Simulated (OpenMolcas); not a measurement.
# O2+: the spin-orbit constant, Slater's ratio, worked from levels

| Property | Result |
| --- | --- |
| Program | OpenMolcas |
| Basis | ANO-R2 [4s4p2d1f] |
| Scalar Hamiltonian | X2C, finite nucleus |
| Active space | 4 electrons in 4 orbitals (2s 2p) |
| State averaging | 2S+1 = 3 even, 6 roots; 2S+1 = 1 even, 11 roots; 2S+1 = 5 odd, 1 root; 2S+1 = 3 odd, 9 roots; 2S+1 = 1 odd, 8 roots |
| Spin-orbit coupling | RASSI with atomic mean-field integrals over the reference wave functions, term energies averaged over their components |

Methods: CASSCF; MS-CASPT2, IPEA 0.25 Eh, imaginary shift 0.1 Eh (closed shells correlated: 1s).

**The spin-orbit constant.** For the Hund term ³P of p2, E(J) = (A/2) J(J+1) + constant and ζ = 2S·A = 2A. From J = 0 to J = 2 the energy changes by 3 A.

```tsv
Source	E(2) - E(0)	A	ζ
CASSCF	304.8	101.6	203
MS-CASPT2	305.8	101.9	204
```

All in cm-1. Both methods take the spin-orbit matrix elements from the reference wave functions, so the second can move ζ only through the term energies and any multistate remixing. Second-order mixing with other terms is absorbed into this ζ.

**Slater's ratio.** With one set of orbitals, p2 has ¹D - ³P = 6 F2 and ¹S - ¹D = 9 F2 (F2 = F²/25), a ratio of 3/2. Term energies are centres of gravity, weighted by 2J + 1.

```json
{"Source": "CASSCF", "¹D - ³P": "22428", "¹S - ³P": "40295", "F2 from the first": "3738", "Ratio": "0.797"}
{"Source": "MS-CASPT2", "¹D - ³P": "20201", "¹S - ³P": "42456", "F2 from the first": "3367", "Ratio": "1.102"}
```

Energies in cm-1. A ratio away from 3/2 shows effects beyond one configuration with one set of orbitals, and in heavier atoms second-order spin-orbit shifts. In CASSCF the valence s occupation is 1.87 in ¹S against 1.96 in ¹D: mixing out of s² acts most on ¹S and pulls it down.

CASPT2 does not keep the components of a term degenerate, so their means are used; among the terms shown or strongly mixed into the levels shown the widest spread is 32 cm-1 (2s² 2p² ¹D, MS-CASPT2). Levels of configurations outside the active space are missing.
